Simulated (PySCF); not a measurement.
Si(F)2(Me)(SH) (CH₄F₂SSi), SMILES C[Si](F)(F)S. Geometry: B3LYP-D3(BJ)/def2-SVP. One conformer was computed; it need not be the lowest.

Computed equilibrium geometry at B3LYP-D3(BJ)/def2-SVP (PySCF confirms it by a frequency run) as Cartesian coordinates in Å (one conformer of several):
```xyz
9

C     -1.6885    -1.0506    -0.1223
Si    -0.3002     0.1672    -0.0083
F     -0.5257     1.0790     1.3118
F     -0.3201     1.1754    -1.2727
S      1.6558    -0.6838    -0.0081
H     -1.6813    -1.7326     0.7426
H     -2.6573    -0.5261    -0.1368
H     -1.5984    -1.6537    -1.0384
H      1.3908    -1.4733     1.0599
```
